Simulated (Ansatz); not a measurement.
Kohn–Sham single points on Cl4H2SiSn (`[Cl][SnH2][Si](Cl)(Cl)Cl`).

```yaml
crystal:
  periodic: [false, false, false]
  atoms:
    - {symbol: Cl, position_ang: [-1.404354, -2.404909, 0.638755]}
    - {symbol: Sn, position_ang: [0.541458, -1.143467, 0.383617]}
    - {symbol: Si, position_ang: [-0.291572, 1.155621, -0.389821]}
    - {symbol: Cl, position_ang: [-1.300926, 0.993517, -2.151393]}
    - {symbol: Cl, position_ang: [1.302015, 2.406960, -0.662771]}
    - {symbol: Cl, position_ang: [-1.529257, 1.972894, 1.005999]}
    - {symbol: H, position_ang: [1.482494, -1.938598, -0.790129]}
    - {symbol: H, position_ang: [1.292341, -1.099119, 1.909943]}
basis:
  gaussian: {orbitals: def2-TZVPP}
hamiltonian: {xc: {name: wB97X-V}}
output: {orbitals: {seedname: orbitals}}
```

```sh
$ ansatz run in.yaml --threads 3 --pin off --events-out ev --progress --plain --backend cuda
```

It prints (some lines left out):

```
Functional definition: wB97X-V
  name "wB97X-V"
  cite "Mardirossian & Head-Gordon, Phys. Chem. Chem. Phys. 16, 9904 (2014) doi:10.1039/C3CP54374A"
  cite "Becke, J. Chem. Phys. 107, 8554 (1997) doi:10.1063/1.475007"
  cite "Vydrov & Van Voorhis, J. Chem. Phys. 133, 244103 (2010) doi:10.1063/1.3521275"
  parameter omega = 0.3/bohr
  parameter cx = 0.167
  parameter cx1 = 0.603
  parameter cx2 = 1.194
  parameter css0 = 0.556
  parameter css1 = -0.257
  parameter cos0 = 1.219
  parameter cos1 = -1.850
  parameter b = 6.0
  parameter c = 0.01
  exchange = spin_sum(e_x_unif_sr(omega)*poly(b97_u_x, 1 - cx, cx1, cx2)) + cx*exact_x_sr(omega) + exact_x_lr(omega)
  correlation = spin_sum(e_c_pw_same_spin*poly(b97_u_same, css0, css1))
      + integral(e_c_pw_opposite_spin*poly(b97_u_opposite, cos0, cos1)) + vv10(b, c)
2081 factors; their error is unknown
339 factors; integrals over basis functions are off by at most 3.1e-5 eV
mean field evaluation 1: about -63828.6848 eV, gradient 2.5e1 eV
mean field evaluation 2: about -63829.3985 eV, gradient 2.3e1 eV
mean field evaluation 4: about -63830.4535 eV, gradient 9.6e-1 eV
mean field evaluation 8: about -63830.5897 eV, gradient 4.6e-2 eV
mean field -63830.58969112 eV, -2345.7309052209 hartree, gradient 8.0e-5 eV, S^2 0.000000; 0 other end points of the search recorded, 0 dependent functions left out
reference -63830.58968871 eV, -2345.7309051324 hartree; 53, 53 occupied and 235, 235 virtual orbitals, 2081 factors
Total energy: -63830.58968871 eV, -2345.7309051324 hartree
```

Hardware: 3 threads of an AMD EPYC 7R13 on a shared host and a share of an NVIDIA H100 80 GB. Wall time 8 s, peak host memory 0.93 GiB.

The same input with `hamiltonian: {xc: {name: B97M-V}}` (abridged; 8.5 s):

```
Functional definition: B97M-V
mean field evaluation 16: about -63824.9511 eV, gradient 9.9e-5 eV
mean field -63824.95109569 eV, -2345.5236906609 hartree, gradient 1.7e-5 eV, S^2 0.000000
Total energy: -63824.95116879 eV, -2345.5236933474 hartree
```

With the line `hamiltonian: {xc: hse06, dispersion: d4}` (abridged; 7 s):

```
Functional definition: HSE06
mean field -63819.08526024 eV, -2345.3081251840 hartree, gradient 8.4e-5 eV, S^2 0.000000
Total energy: -63819.41646488 eV, -2345.3202967300 hartree
```

The same input with `hamiltonian: {xc: {name: LC-wPBE}}` (abridged; 9.5 s):

```
Functional definition: LC-wPBE
mean field evaluation 16: about -63824.4421 eV, gradient 1.9e-5 eV
mean field -63824.44211576 eV, -2345.5049859934 hartree, gradient 1.9e-5 eV, S^2 0.000000
Total energy: -63824.44211577 eV, -2345.5049859937 hartree
```

The same input with `hamiltonian: {xc: {name: B3LYP}, dispersion: d4}` and forces (abridged; 7.5 s):

```
Functional definition: B3LYP
mean field evaluation 16: about -63843.5964 eV, gradient 1.6e-5 eV
mean field -63843.59641073 eV, -2346.2088933505 hartree, gradient 1.6e-5 eV, S^2 0.000000
Total energy: -63844.24466945 eV, -2346.2327164189 hartree
Atom 0 force    -0.274141    -0.179032     0.036309 eV/Å
Atom 1 force     0.233932     0.093276    -0.012534 eV/Å
Atom 2 force     0.035550    -0.099749     0.033531 eV/Å
Atom 3 force    -0.128754    -0.030140    -0.225068 eV/Å
Atom 4 force     0.209977     0.156266    -0.033327 eV/Å
Atom 5 force    -0.158245     0.096683     0.183691 eV/Å
Atom 6 force     0.044351    -0.034022    -0.040794 eV/Å
Atom 7 force     0.037329    -0.003281     0.058192 eV/Å
Dipole moment:     0.424099     0.082836     0.004127 e Å
```

Changing it to `hamiltonian: {xc: pbe0, dispersion: d4}` (abridged; 7 s):

```
Functional definition: PBE0
mean field -63820.13890274 eV, -2345.3468458317 hartree, gradient 6.0e-5 eV, S^2 0.000000
Total energy: -63820.48412193 eV, -2345.3595324033 hartree
```

HSE06 is the plane-wave form, built on full-range PBE exchange.

B3LYP takes the VWN-RPA correlation (the form of Gaussian; ORCA's B3LYP/G).
